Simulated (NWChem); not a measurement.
System: C4H6OSi; SMILES [SiH3]c1ccoc1

The following NWChem deck was run.

```
start job
memory heap 200 mb stack 900 mb global 1100 mb
geometry units angstroms noautosym nocenter noautoz
  Si    -0.025158    -2.088779     0.001296
  C      0.025553    -0.220438    -0.002448
  C      1.173325     0.661802     0.015419
  C      0.684100     1.943853     0.006597
  O     -0.681134     1.931260    -0.015277
  C     -1.065974     0.625956    -0.020345
  H     -1.461863    -2.534460    -0.021568
  H      0.641440    -2.647874     1.230253
  H      0.682164    -2.654343    -1.201664
  H      2.230006     0.371046     0.032581
  H      1.152108     2.933584     0.013283
  H     -2.146929     0.448817    -0.038140
end
basis spherical
  * library 6-31g*
end
dft
  xc b3lyp
  iterations 150
end
property
  shielding 11 1 2 3 4 5 6 7 8 10 11 12
end
task dft property
```

Coordinates come from a PBE-D3(BJ)/def2-SVP optimisation.

GIAO values for the isolated, static molecule; σ is the absolute isotropic shielding.

Atoms are numbered as in the input.

Question: What results follow from this input? (B3LYP/6-31G* (spherical d), GIAO.) Quantities: basis functions; σ C2 (ppm); σ C3 (ppm); σ C4 (ppm); σ O5 (ppm); σ C6 (ppm); σ H7 (rotor mean) (ppm); σ H12 (ppm).

Answer: 
```json
{
 "number_of_basis_functions": "100",
 "σ C2 (ppm)": "85.8",
 "σ C3 (ppm)": "78.4",
 "σ C4 (ppm)": "53.0",
 "σ O5 (ppm)": "38.0",
 "σ C6 (ppm)": "46.6",
 "σ H7 (rotor mean) (ppm)": "27.41",
 "σ H12 (ppm)": "24.70"
}
```
